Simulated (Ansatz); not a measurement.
Calculated with Ansatz (gas phase, PBE0-D4/def2-TZVP geometries, no zero-point term in ΔE). CCSD(T)/CBS adds triple-zeta CCSD(T) − MP2 to the extrapolated MP2 energy (def2 sets, frozen cores). Functionals use def2-TZVPP. HSE06 is defined as in plane-wave codes. Elements past krypton have def2 core potentials. For Sn outer-core shells are correlated without core-valence functions, which leaves a few kJ/mol of doubt a bond. Each species was taken in one conformer, which may not be the lowest.

Consider the redistribution: `N[Si](N)(F)Cl` + `N#[C][Sn]([F])([Cl])[Cl]` → `N#C[Si](N)(N)Cl` + `[F][Sn]([F])([Cl])[Cl]`.

```json
{"level": "PBE-D4", "ΔE (kJ/mol)": "55.5", "difference from CCSD(T)/CBS": "-15.4"}
{"level": "B97M-V", "ΔE (kJ/mol)": "61.5", "difference from CCSD(T)/CBS": "-9.4"}
{"level": "PBE0-D4", "ΔE (kJ/mol)": "64.0", "difference from CCSD(T)/CBS": "-6.9"}
{"level": "r2SCANh-D4", "ΔE (kJ/mol)": "65.2", "difference from CCSD(T)/CBS": "-5.7"}
{"level": "HSE06-D4", "ΔE (kJ/mol)": "63.9", "difference from CCSD(T)/CBS": "-7.0"}
{"level": "PBE", "ΔE (kJ/mol)": "55.9", "difference from CCSD(T)/CBS": "-15.0"}
{"level": "BLYP", "ΔE (kJ/mol)": "56.9", "difference from CCSD(T)/CBS": "-14.0"}
{"level": "PBE0", "ΔE (kJ/mol)": "64.4", "difference from CCSD(T)/CBS": "-6.5"}
{"level": "HSE06", "ΔE (kJ/mol)": "64.3", "difference from CCSD(T)/CBS": "-6.6"}
{"level": "CCSD(T)/def2-SVP", "ΔE (kJ/mol)": "63.7", "difference from CCSD(T)/CBS": "-7.2"}
{"level": "SCS-MP2/def2-TZVPP", "ΔE (kJ/mol)": "75.3", "difference from CCSD(T)/CBS": "4.4"}
{"level": "CCSD/def2-TZVPP", "ΔE (kJ/mol)": "78.6", "difference from CCSD(T)/CBS": "7.7"}
{"level": "SCS-MP2/def2-QZVPP", "ΔE (kJ/mol)": "71.5", "difference from CCSD(T)/CBS": "0.6"}
{"level": "HF/CBS(def2)", "ΔE (kJ/mol)": "76.0", "difference from CCSD(T)/CBS": "5.1"}
{"level": "MP2/CBS(def2)", "ΔE (kJ/mol)": "70.4", "difference from CCSD(T)/CBS": "-0.5"}
{"level": "CCSD/CBS(def2)", "ΔE (kJ/mol)": "72.9", "difference from CCSD(T)/CBS": "2.0"}
{"level": "CCSD(T)/CBS", "ΔE (kJ/mol)": "70.9", "difference from CCSD(T)/CBS": "0"}
```

Largest T1 diagnostic among the species: 0.013.

Leaving LDA and LC-ωPBE aside and taking each functional with its dispersion term where it has one, the values, not all of them listed here, spread over 18.4 kJ/mol, from revPBE-D4 to PBE-QIDH. LDA lies +7.5 kJ/mol from PBE without D4. From BLYP to BHLYP (50 % exact exchange), in def2-TZVPP and without D4, ΔE moves by +15.3 kJ/mol. At CCSD(T), def2-SVP lies −7.2 kJ/mol from the extrapolated value and def2-TZVPP +5.7 kJ/mol.
